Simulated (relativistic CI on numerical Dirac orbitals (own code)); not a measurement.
# Os6+: N6,7 absorption edge

Computed with this model: Dirac-Coulomb-Breit CI, separate exchange-only KLI orbitals for each configuration, a model potential for QED, valence Slater integrals scaled by 0.8, multiplet model of core-to-valence dipole absorption; configurations [Xe] 4f14 5d2 → [Xe] 4f13 5d3; 300 K; Lorentzian 0.3 eV and Gaussian 0.3 eV FWHM. Energies are those of the free ion, without screening or charge transfer. The branching ratio is the share of the lower-energy edge in the whole absorption, uncertain by about 0.02 where the edges overlap. S is read from ⟨S²⟩ = S(S + 1).

Field parameters in Wybourne normalisation: D3d B²₀ = −7Dσ, B⁴₀ = −14Dq − 21Dτ, B⁴₃ = −14√(10/7) Dq. The field is a parameter set, without covalency.

free ion: ground-state S = 0.92, centroid 58.84 eV. Peaks (eV, height): 55.9 (8), 56.8 (18), 57.5 (31), 58.3 (70), 59.1 (100), 60.7 (26).

D3d, 10Dq = 34100, Dσ = -1200, Dτ = 280 cm⁻¹: ground-state S = 0.95, centroid 59.36 eV. Peaks (eV, height): 53.9 (17), 55.6 (44), 56.6 (56), 57.4 (25), 59.1 (95), 59.8 (64), 61.3 (100), 62.4 (41).

D3d, 10Dq = 34100, Dσ = 1200, Dτ = 280 cm⁻¹: ground-state S = 0.97, centroid 59.40 eV. Peaks (eV, height): 54.1 (14), 55.0 (22), 55.8 (34), 56.8 (55), 59.2 (85), 61.3 (100).

Strongest unbroadened transitions for free ion:

```tsv
Energy (eV)	Relative strength
56.70	14.7
56.80	10.8
57.45	41.1
58.11	20.6
58.26	31.8
58.31	22.6
58.41	35.3
58.81	11.4
58.87	74.8
58.91	18.5
59.01	11.9
59.13	25.9
59.22	100.0
59.50	23.3
59.85	15.6
59.88	28.2
60.65	15.7
60.82	15.4
```
